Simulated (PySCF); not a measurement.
## The second ionisation energy along the 4d series

All values are computed (PySCF 2.14, energy differences of UHF-based or UKS calculations, no spin-orbit coupling). Values in eV. The last column holds reference values (NIST; (s) semi-empirical, (t) theoretical, else measured). Unmarked ones compare directly (S terms, centres of terms, or small fine structure); those marked * lie between the lowest fine-structure levels and include a spin-orbit shift.

```json
{"element": "Zr (x2c-SVPall, spin-free X2C)", "configurations": "[Kr] 4d2 5s1 → [Kr] 4d2", "UHF": "12.275", "MP2 (valence)": "12.429", "SCS-MP2 (valence)": "12.326", "reference": "13.13 *"}
{"element": "Nb (x2c-SVPall, spin-free X2C)", "configurations": "[Kr] 4d4 → [Kr] 4d3", "UHF": "13.081", "MP2 (valence)": "13.517", "SCS-MP2 (valence)": "13.227", "reference": "14.32 (s) *"}
{"element": "Mo (x2c-SVPall, spin-free X2C)", "configurations": "[Kr] 4d5 → [Kr] 4d4", "UHF": "15.126", "MP2 (valence)": "15.661", "SCS-MP2 (valence)": "15.304", "reference": "16.16 ± 0.12 (s) *"}
{"element": "Tc (x2c-SVPall, spin-free X2C)", "configurations": "[Kr] 4d5 5s1 → [Kr] 4d5", "UHF": "14.216", "MP2 (valence)": "14.570", "SCS-MP2 (valence)": "14.334", "reference": "15.26 (s)"}
{"element": "Ru (x2c-SVPall, spin-free X2C)", "configurations": "[Kr] 4d7 → [Kr] 4d6", "UHF": "14.945", "MP2 (valence)": "15.993", "SCS-MP2 (valence)": "16.107", "reference": "16.76 ± 0.06 (s) *"}
{"element": "Rh (x2c-SVPall, spin-free X2C)", "configurations": "[Kr] 4d8 → [Kr] 4d7", "UHF": "16.187", "MP2 (valence)": "17.445", "SCS-MP2 (valence)": "17.452", "reference": "18.08 (s) *"}
{"element": "Pd (x2c-SVPall, spin-free X2C)", "configurations": "[Kr] 4d9 → [Kr] 4d8", "UHF": "17.465", "MP2 (valence)": "18.929", "SCS-MP2 (valence)": "18.821", "reference": "19.43 ± 0.12 (s) *"}
{"element": "Ag (x2c-SVPall, spin-free X2C)", "configurations": "[Kr] 4d10 → [Kr] 4d9", "UHF": "19.814", "MP2 (valence)": "21.358", "SCS-MP2 (valence)": "21.186", "reference": "21.484 *"}
{"element": "Cd (x2c-SVPall, spin-free X2C)", "configurations": "[Kr] 4d10 5s1 → [Kr] 4d10", "UHF": "15.557", "MP2 (valence)": "16.238", "SCS-MP2 (valence)": "16.135", "reference": "16.908"}
```

"Valence" correlates the outer s and p shells and, in groups 3 to 12 and the f block, the outer d or f shell, open or full, or the next shell where the ion has no valence electron left; the wider scheme adds the next inner shell.
